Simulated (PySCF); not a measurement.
Bonds (- single, = double, # triple, : aromatic): C1#C2, C2-C3, C3=C4, C4-C5, C5=C6, C6-C7, C7:C8, C8:N9, N9:N10, N10:N11, N11-C3, N11:C7. C1 carries H12; C4 carries H13; C5 carries H14; C6 carries H15; C8 carries H16.

[PySCF 2.14.0 with density-fitted response routines: geometry: GFN2-xTB; NMR shieldings at PBE0/pcSseg-1/GIAO; single conformer; no solvent model; relativity neglected]

Shifts are taken against calculated references (same method and geometry level): 13C and 1H against TMS; 15N against NH3.

| atoms | nucleus | count | Hirshfeld charge | δ (ppm) |
| --- | --- | --- | --- | --- |
| H12 | 1H | 1 | 0.10 | ? |
| C2 | 13C | 1 | -0.05 | ? |
| N11 | 15N | 1 | 0.06 | 284.9 |
| N9 | 15N | 1 | -0.13 | 395.4 |
| H15 | 1H | 1 | 0.07 | 8.01 |
| C6 | 13C | 1 | -0.04 | 124.3 |
| C5 | 13C | 1 | -0.05 | 128.2 |
| N10 | 15N | 1 | -0.09 | 376.6 |
| H16 | 1H | 1 | 0.06 | 8.30 |
| C1 | 13C | 1 | -0.07 | ? |
| C7 | 13C | 1 | 0.02 | ? |
| H13 | 1H | 1 | 0.06 | ? |
| C3 | 13C | 1 | 0.07 | 123.4 |
| C4 | 13C | 1 | -0.04 | 127.2 |
| H14 | 1H | 1 | 0.06 | 7.37 |
| C8 | 13C | 1 | -0.05 | 130.5 |

Fill in the missing shifts.

## Answers


- C7: 141.0 ppm, ring-fusion aromatic carbon
- C1: 100.8 ppm, terminal alkyne carbon; the triple bond shields along its axis, which puts it between sp3 and sp2 carbons
- C2: 80.2 ppm, alkyne carbon; the triple bond shields along its axis, which puts it between sp3 and sp2 carbons
- H13: 7.50 ppm, hydrogen on an aromatic CH; the ring current deshields protons in the ring plane
- H12: 3.62 ppm, hydrogen on a terminal alkyne carbon

Shifts are as computed. Against solution values, carbons near 30 ppm lie about +3 ppm off and those near 130 ppm about +5 ppm. Of 1211 compounds with measured shifts, 218 miss one by over three times the rms of a fit or turn the order of signals round; such compounds aren't used in these exercises. Experimental scales use liquid or dissolved standards, which lie at an offset from isolated NH3 (liquid NH3: subtract about 20 ppm). Unscaled 15N shifts of sp2 nitrogen come out 20 to 40 ppm too high even then.
